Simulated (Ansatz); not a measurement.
Ansatz (a program for electronic structure) input (CCSD(T)/cc-pV(D+d)Z):
A basis named .json is the Basis Set Exchange file of that set.

Ansatz 0.2 input:
```yaml
crystal:
  periodic: [false, false, false]
  atoms:
    - {symbol: Si, position_ang: [-0.04215090, -1.05743513, -0.62250328]}
    - {symbol: N, position_ang: [-1.03995227, -0.33612121, 0.59420336]}
    - {symbol: Si, position_ang: [-2.56404203, 0.48517450, 0.43700529]}
    - {symbol: O, position_ang: [1.47287207, -0.41446808, -0.61816329]}
    - {symbol: Si, position_ang: [2.44252537, 0.69072647, 0.11493685]}
    - {symbol: H, position_ang: [-0.68868653, -0.75190738, -1.93007641]}
    - {symbol: H, position_ang: [-0.73247369, -0.48854826, 1.54723928]}
    - {symbol: H, position_ang: [-2.51924593, 1.80386136, 1.11525690]}
    - {symbol: H, position_ang: [-2.81676545, 0.67135297, -1.00664825]}
    - {symbol: H, position_ang: [-3.67766379, -0.28861672, 1.03816305]}
    - {symbol: H, position_ang: [2.25851925, 0.63944639, 1.58558934]}
    - {symbol: H, position_ang: [2.11762456, 2.05519771, -0.36064782]}
    - {symbol: H, position_ang: [3.84672692, 0.36928520, -0.21513731]}
basis:
  gaussian:
    orbitals: cc-pV_D+d_Z.json
magnetization: {spin_polarized: true, initial_magnetization: 1}
correlation: {method: ccsd_t, electrons: outside_noble_gas}
```

Output:

```
Functional definition: HF
integrals: 0.54 GiB planned
1377 factors; integrals over basis functions are off by at most 1.1e-3 eV
0.78 GiB of device memory are held for the factors and their scratch space
mean field: 0.90 GiB planned
mean field evaluation 1: about -27230.7792 eV, gradient 3.0e1 eV
mean field evaluation 2: about -27230.7839 eV, gradient 3.0e1 eV
mean field evaluation 4: about -27235.2470 eV, gradient 3.1e0 eV
mean field evaluation 8: about -27235.3566 eV, gradient 1.6e-1 eV
mean field evaluation 16: about -27235.3413 eV, gradient 8.2e-1 eV
mean field -27235.35717750 eV, -1000.8809154848 hartree, gradient 2.8e-6 eV, S^2 0.753330; 0 other end points of the search recorded, 0 dependent functions left out
17 core orbitals not correlated
reference -27235.35717750 eV, -1000.8809154848 hartree; 16, 15 occupied and 104, 105 virtual orbitals, 1377 factors
second order -17.24031958 eV of doubles, -0.00000000 eV of singles
coupled cluster: 4.12 GiB planned
cycle   1  -18.28398806 eV  change    -1.0e0 eV  update   1.1e-1
cycle   2  -18.88684392 eV  change   -6.0e-1 eV  update   3.4e-2
cycle   3  -19.02758903 eV  change   -1.4e-1 eV  update   1.8e-2
cycle   4  -19.02284115 eV  change    4.7e-3 eV  update   5.4e-3
cycle   5  -19.02112132 eV  change    1.7e-3 eV  update   2.6e-3
cycle   6  -19.02144450 eV  change   -3.2e-4 eV  update   1.1e-3
cycle   7  -19.02133697 eV  change    1.1e-4 eV  update   4.4e-4
cycle   8  -19.02148153 eV  change   -1.4e-4 eV  update   1.7e-4
cycle   9  -19.02155029 eV  change   -6.9e-5 eV  update   6.5e-5
cycle  10  -19.02152001 eV  change    3.0e-5 eV  update   3.1e-5
perturbative correction -0.47254909 eV, -0.0173658587 hartree
Total energy: -27254.85124659 eV, -1001.5973093105 hartree
```

It need not be the lowest isomer of its formula.
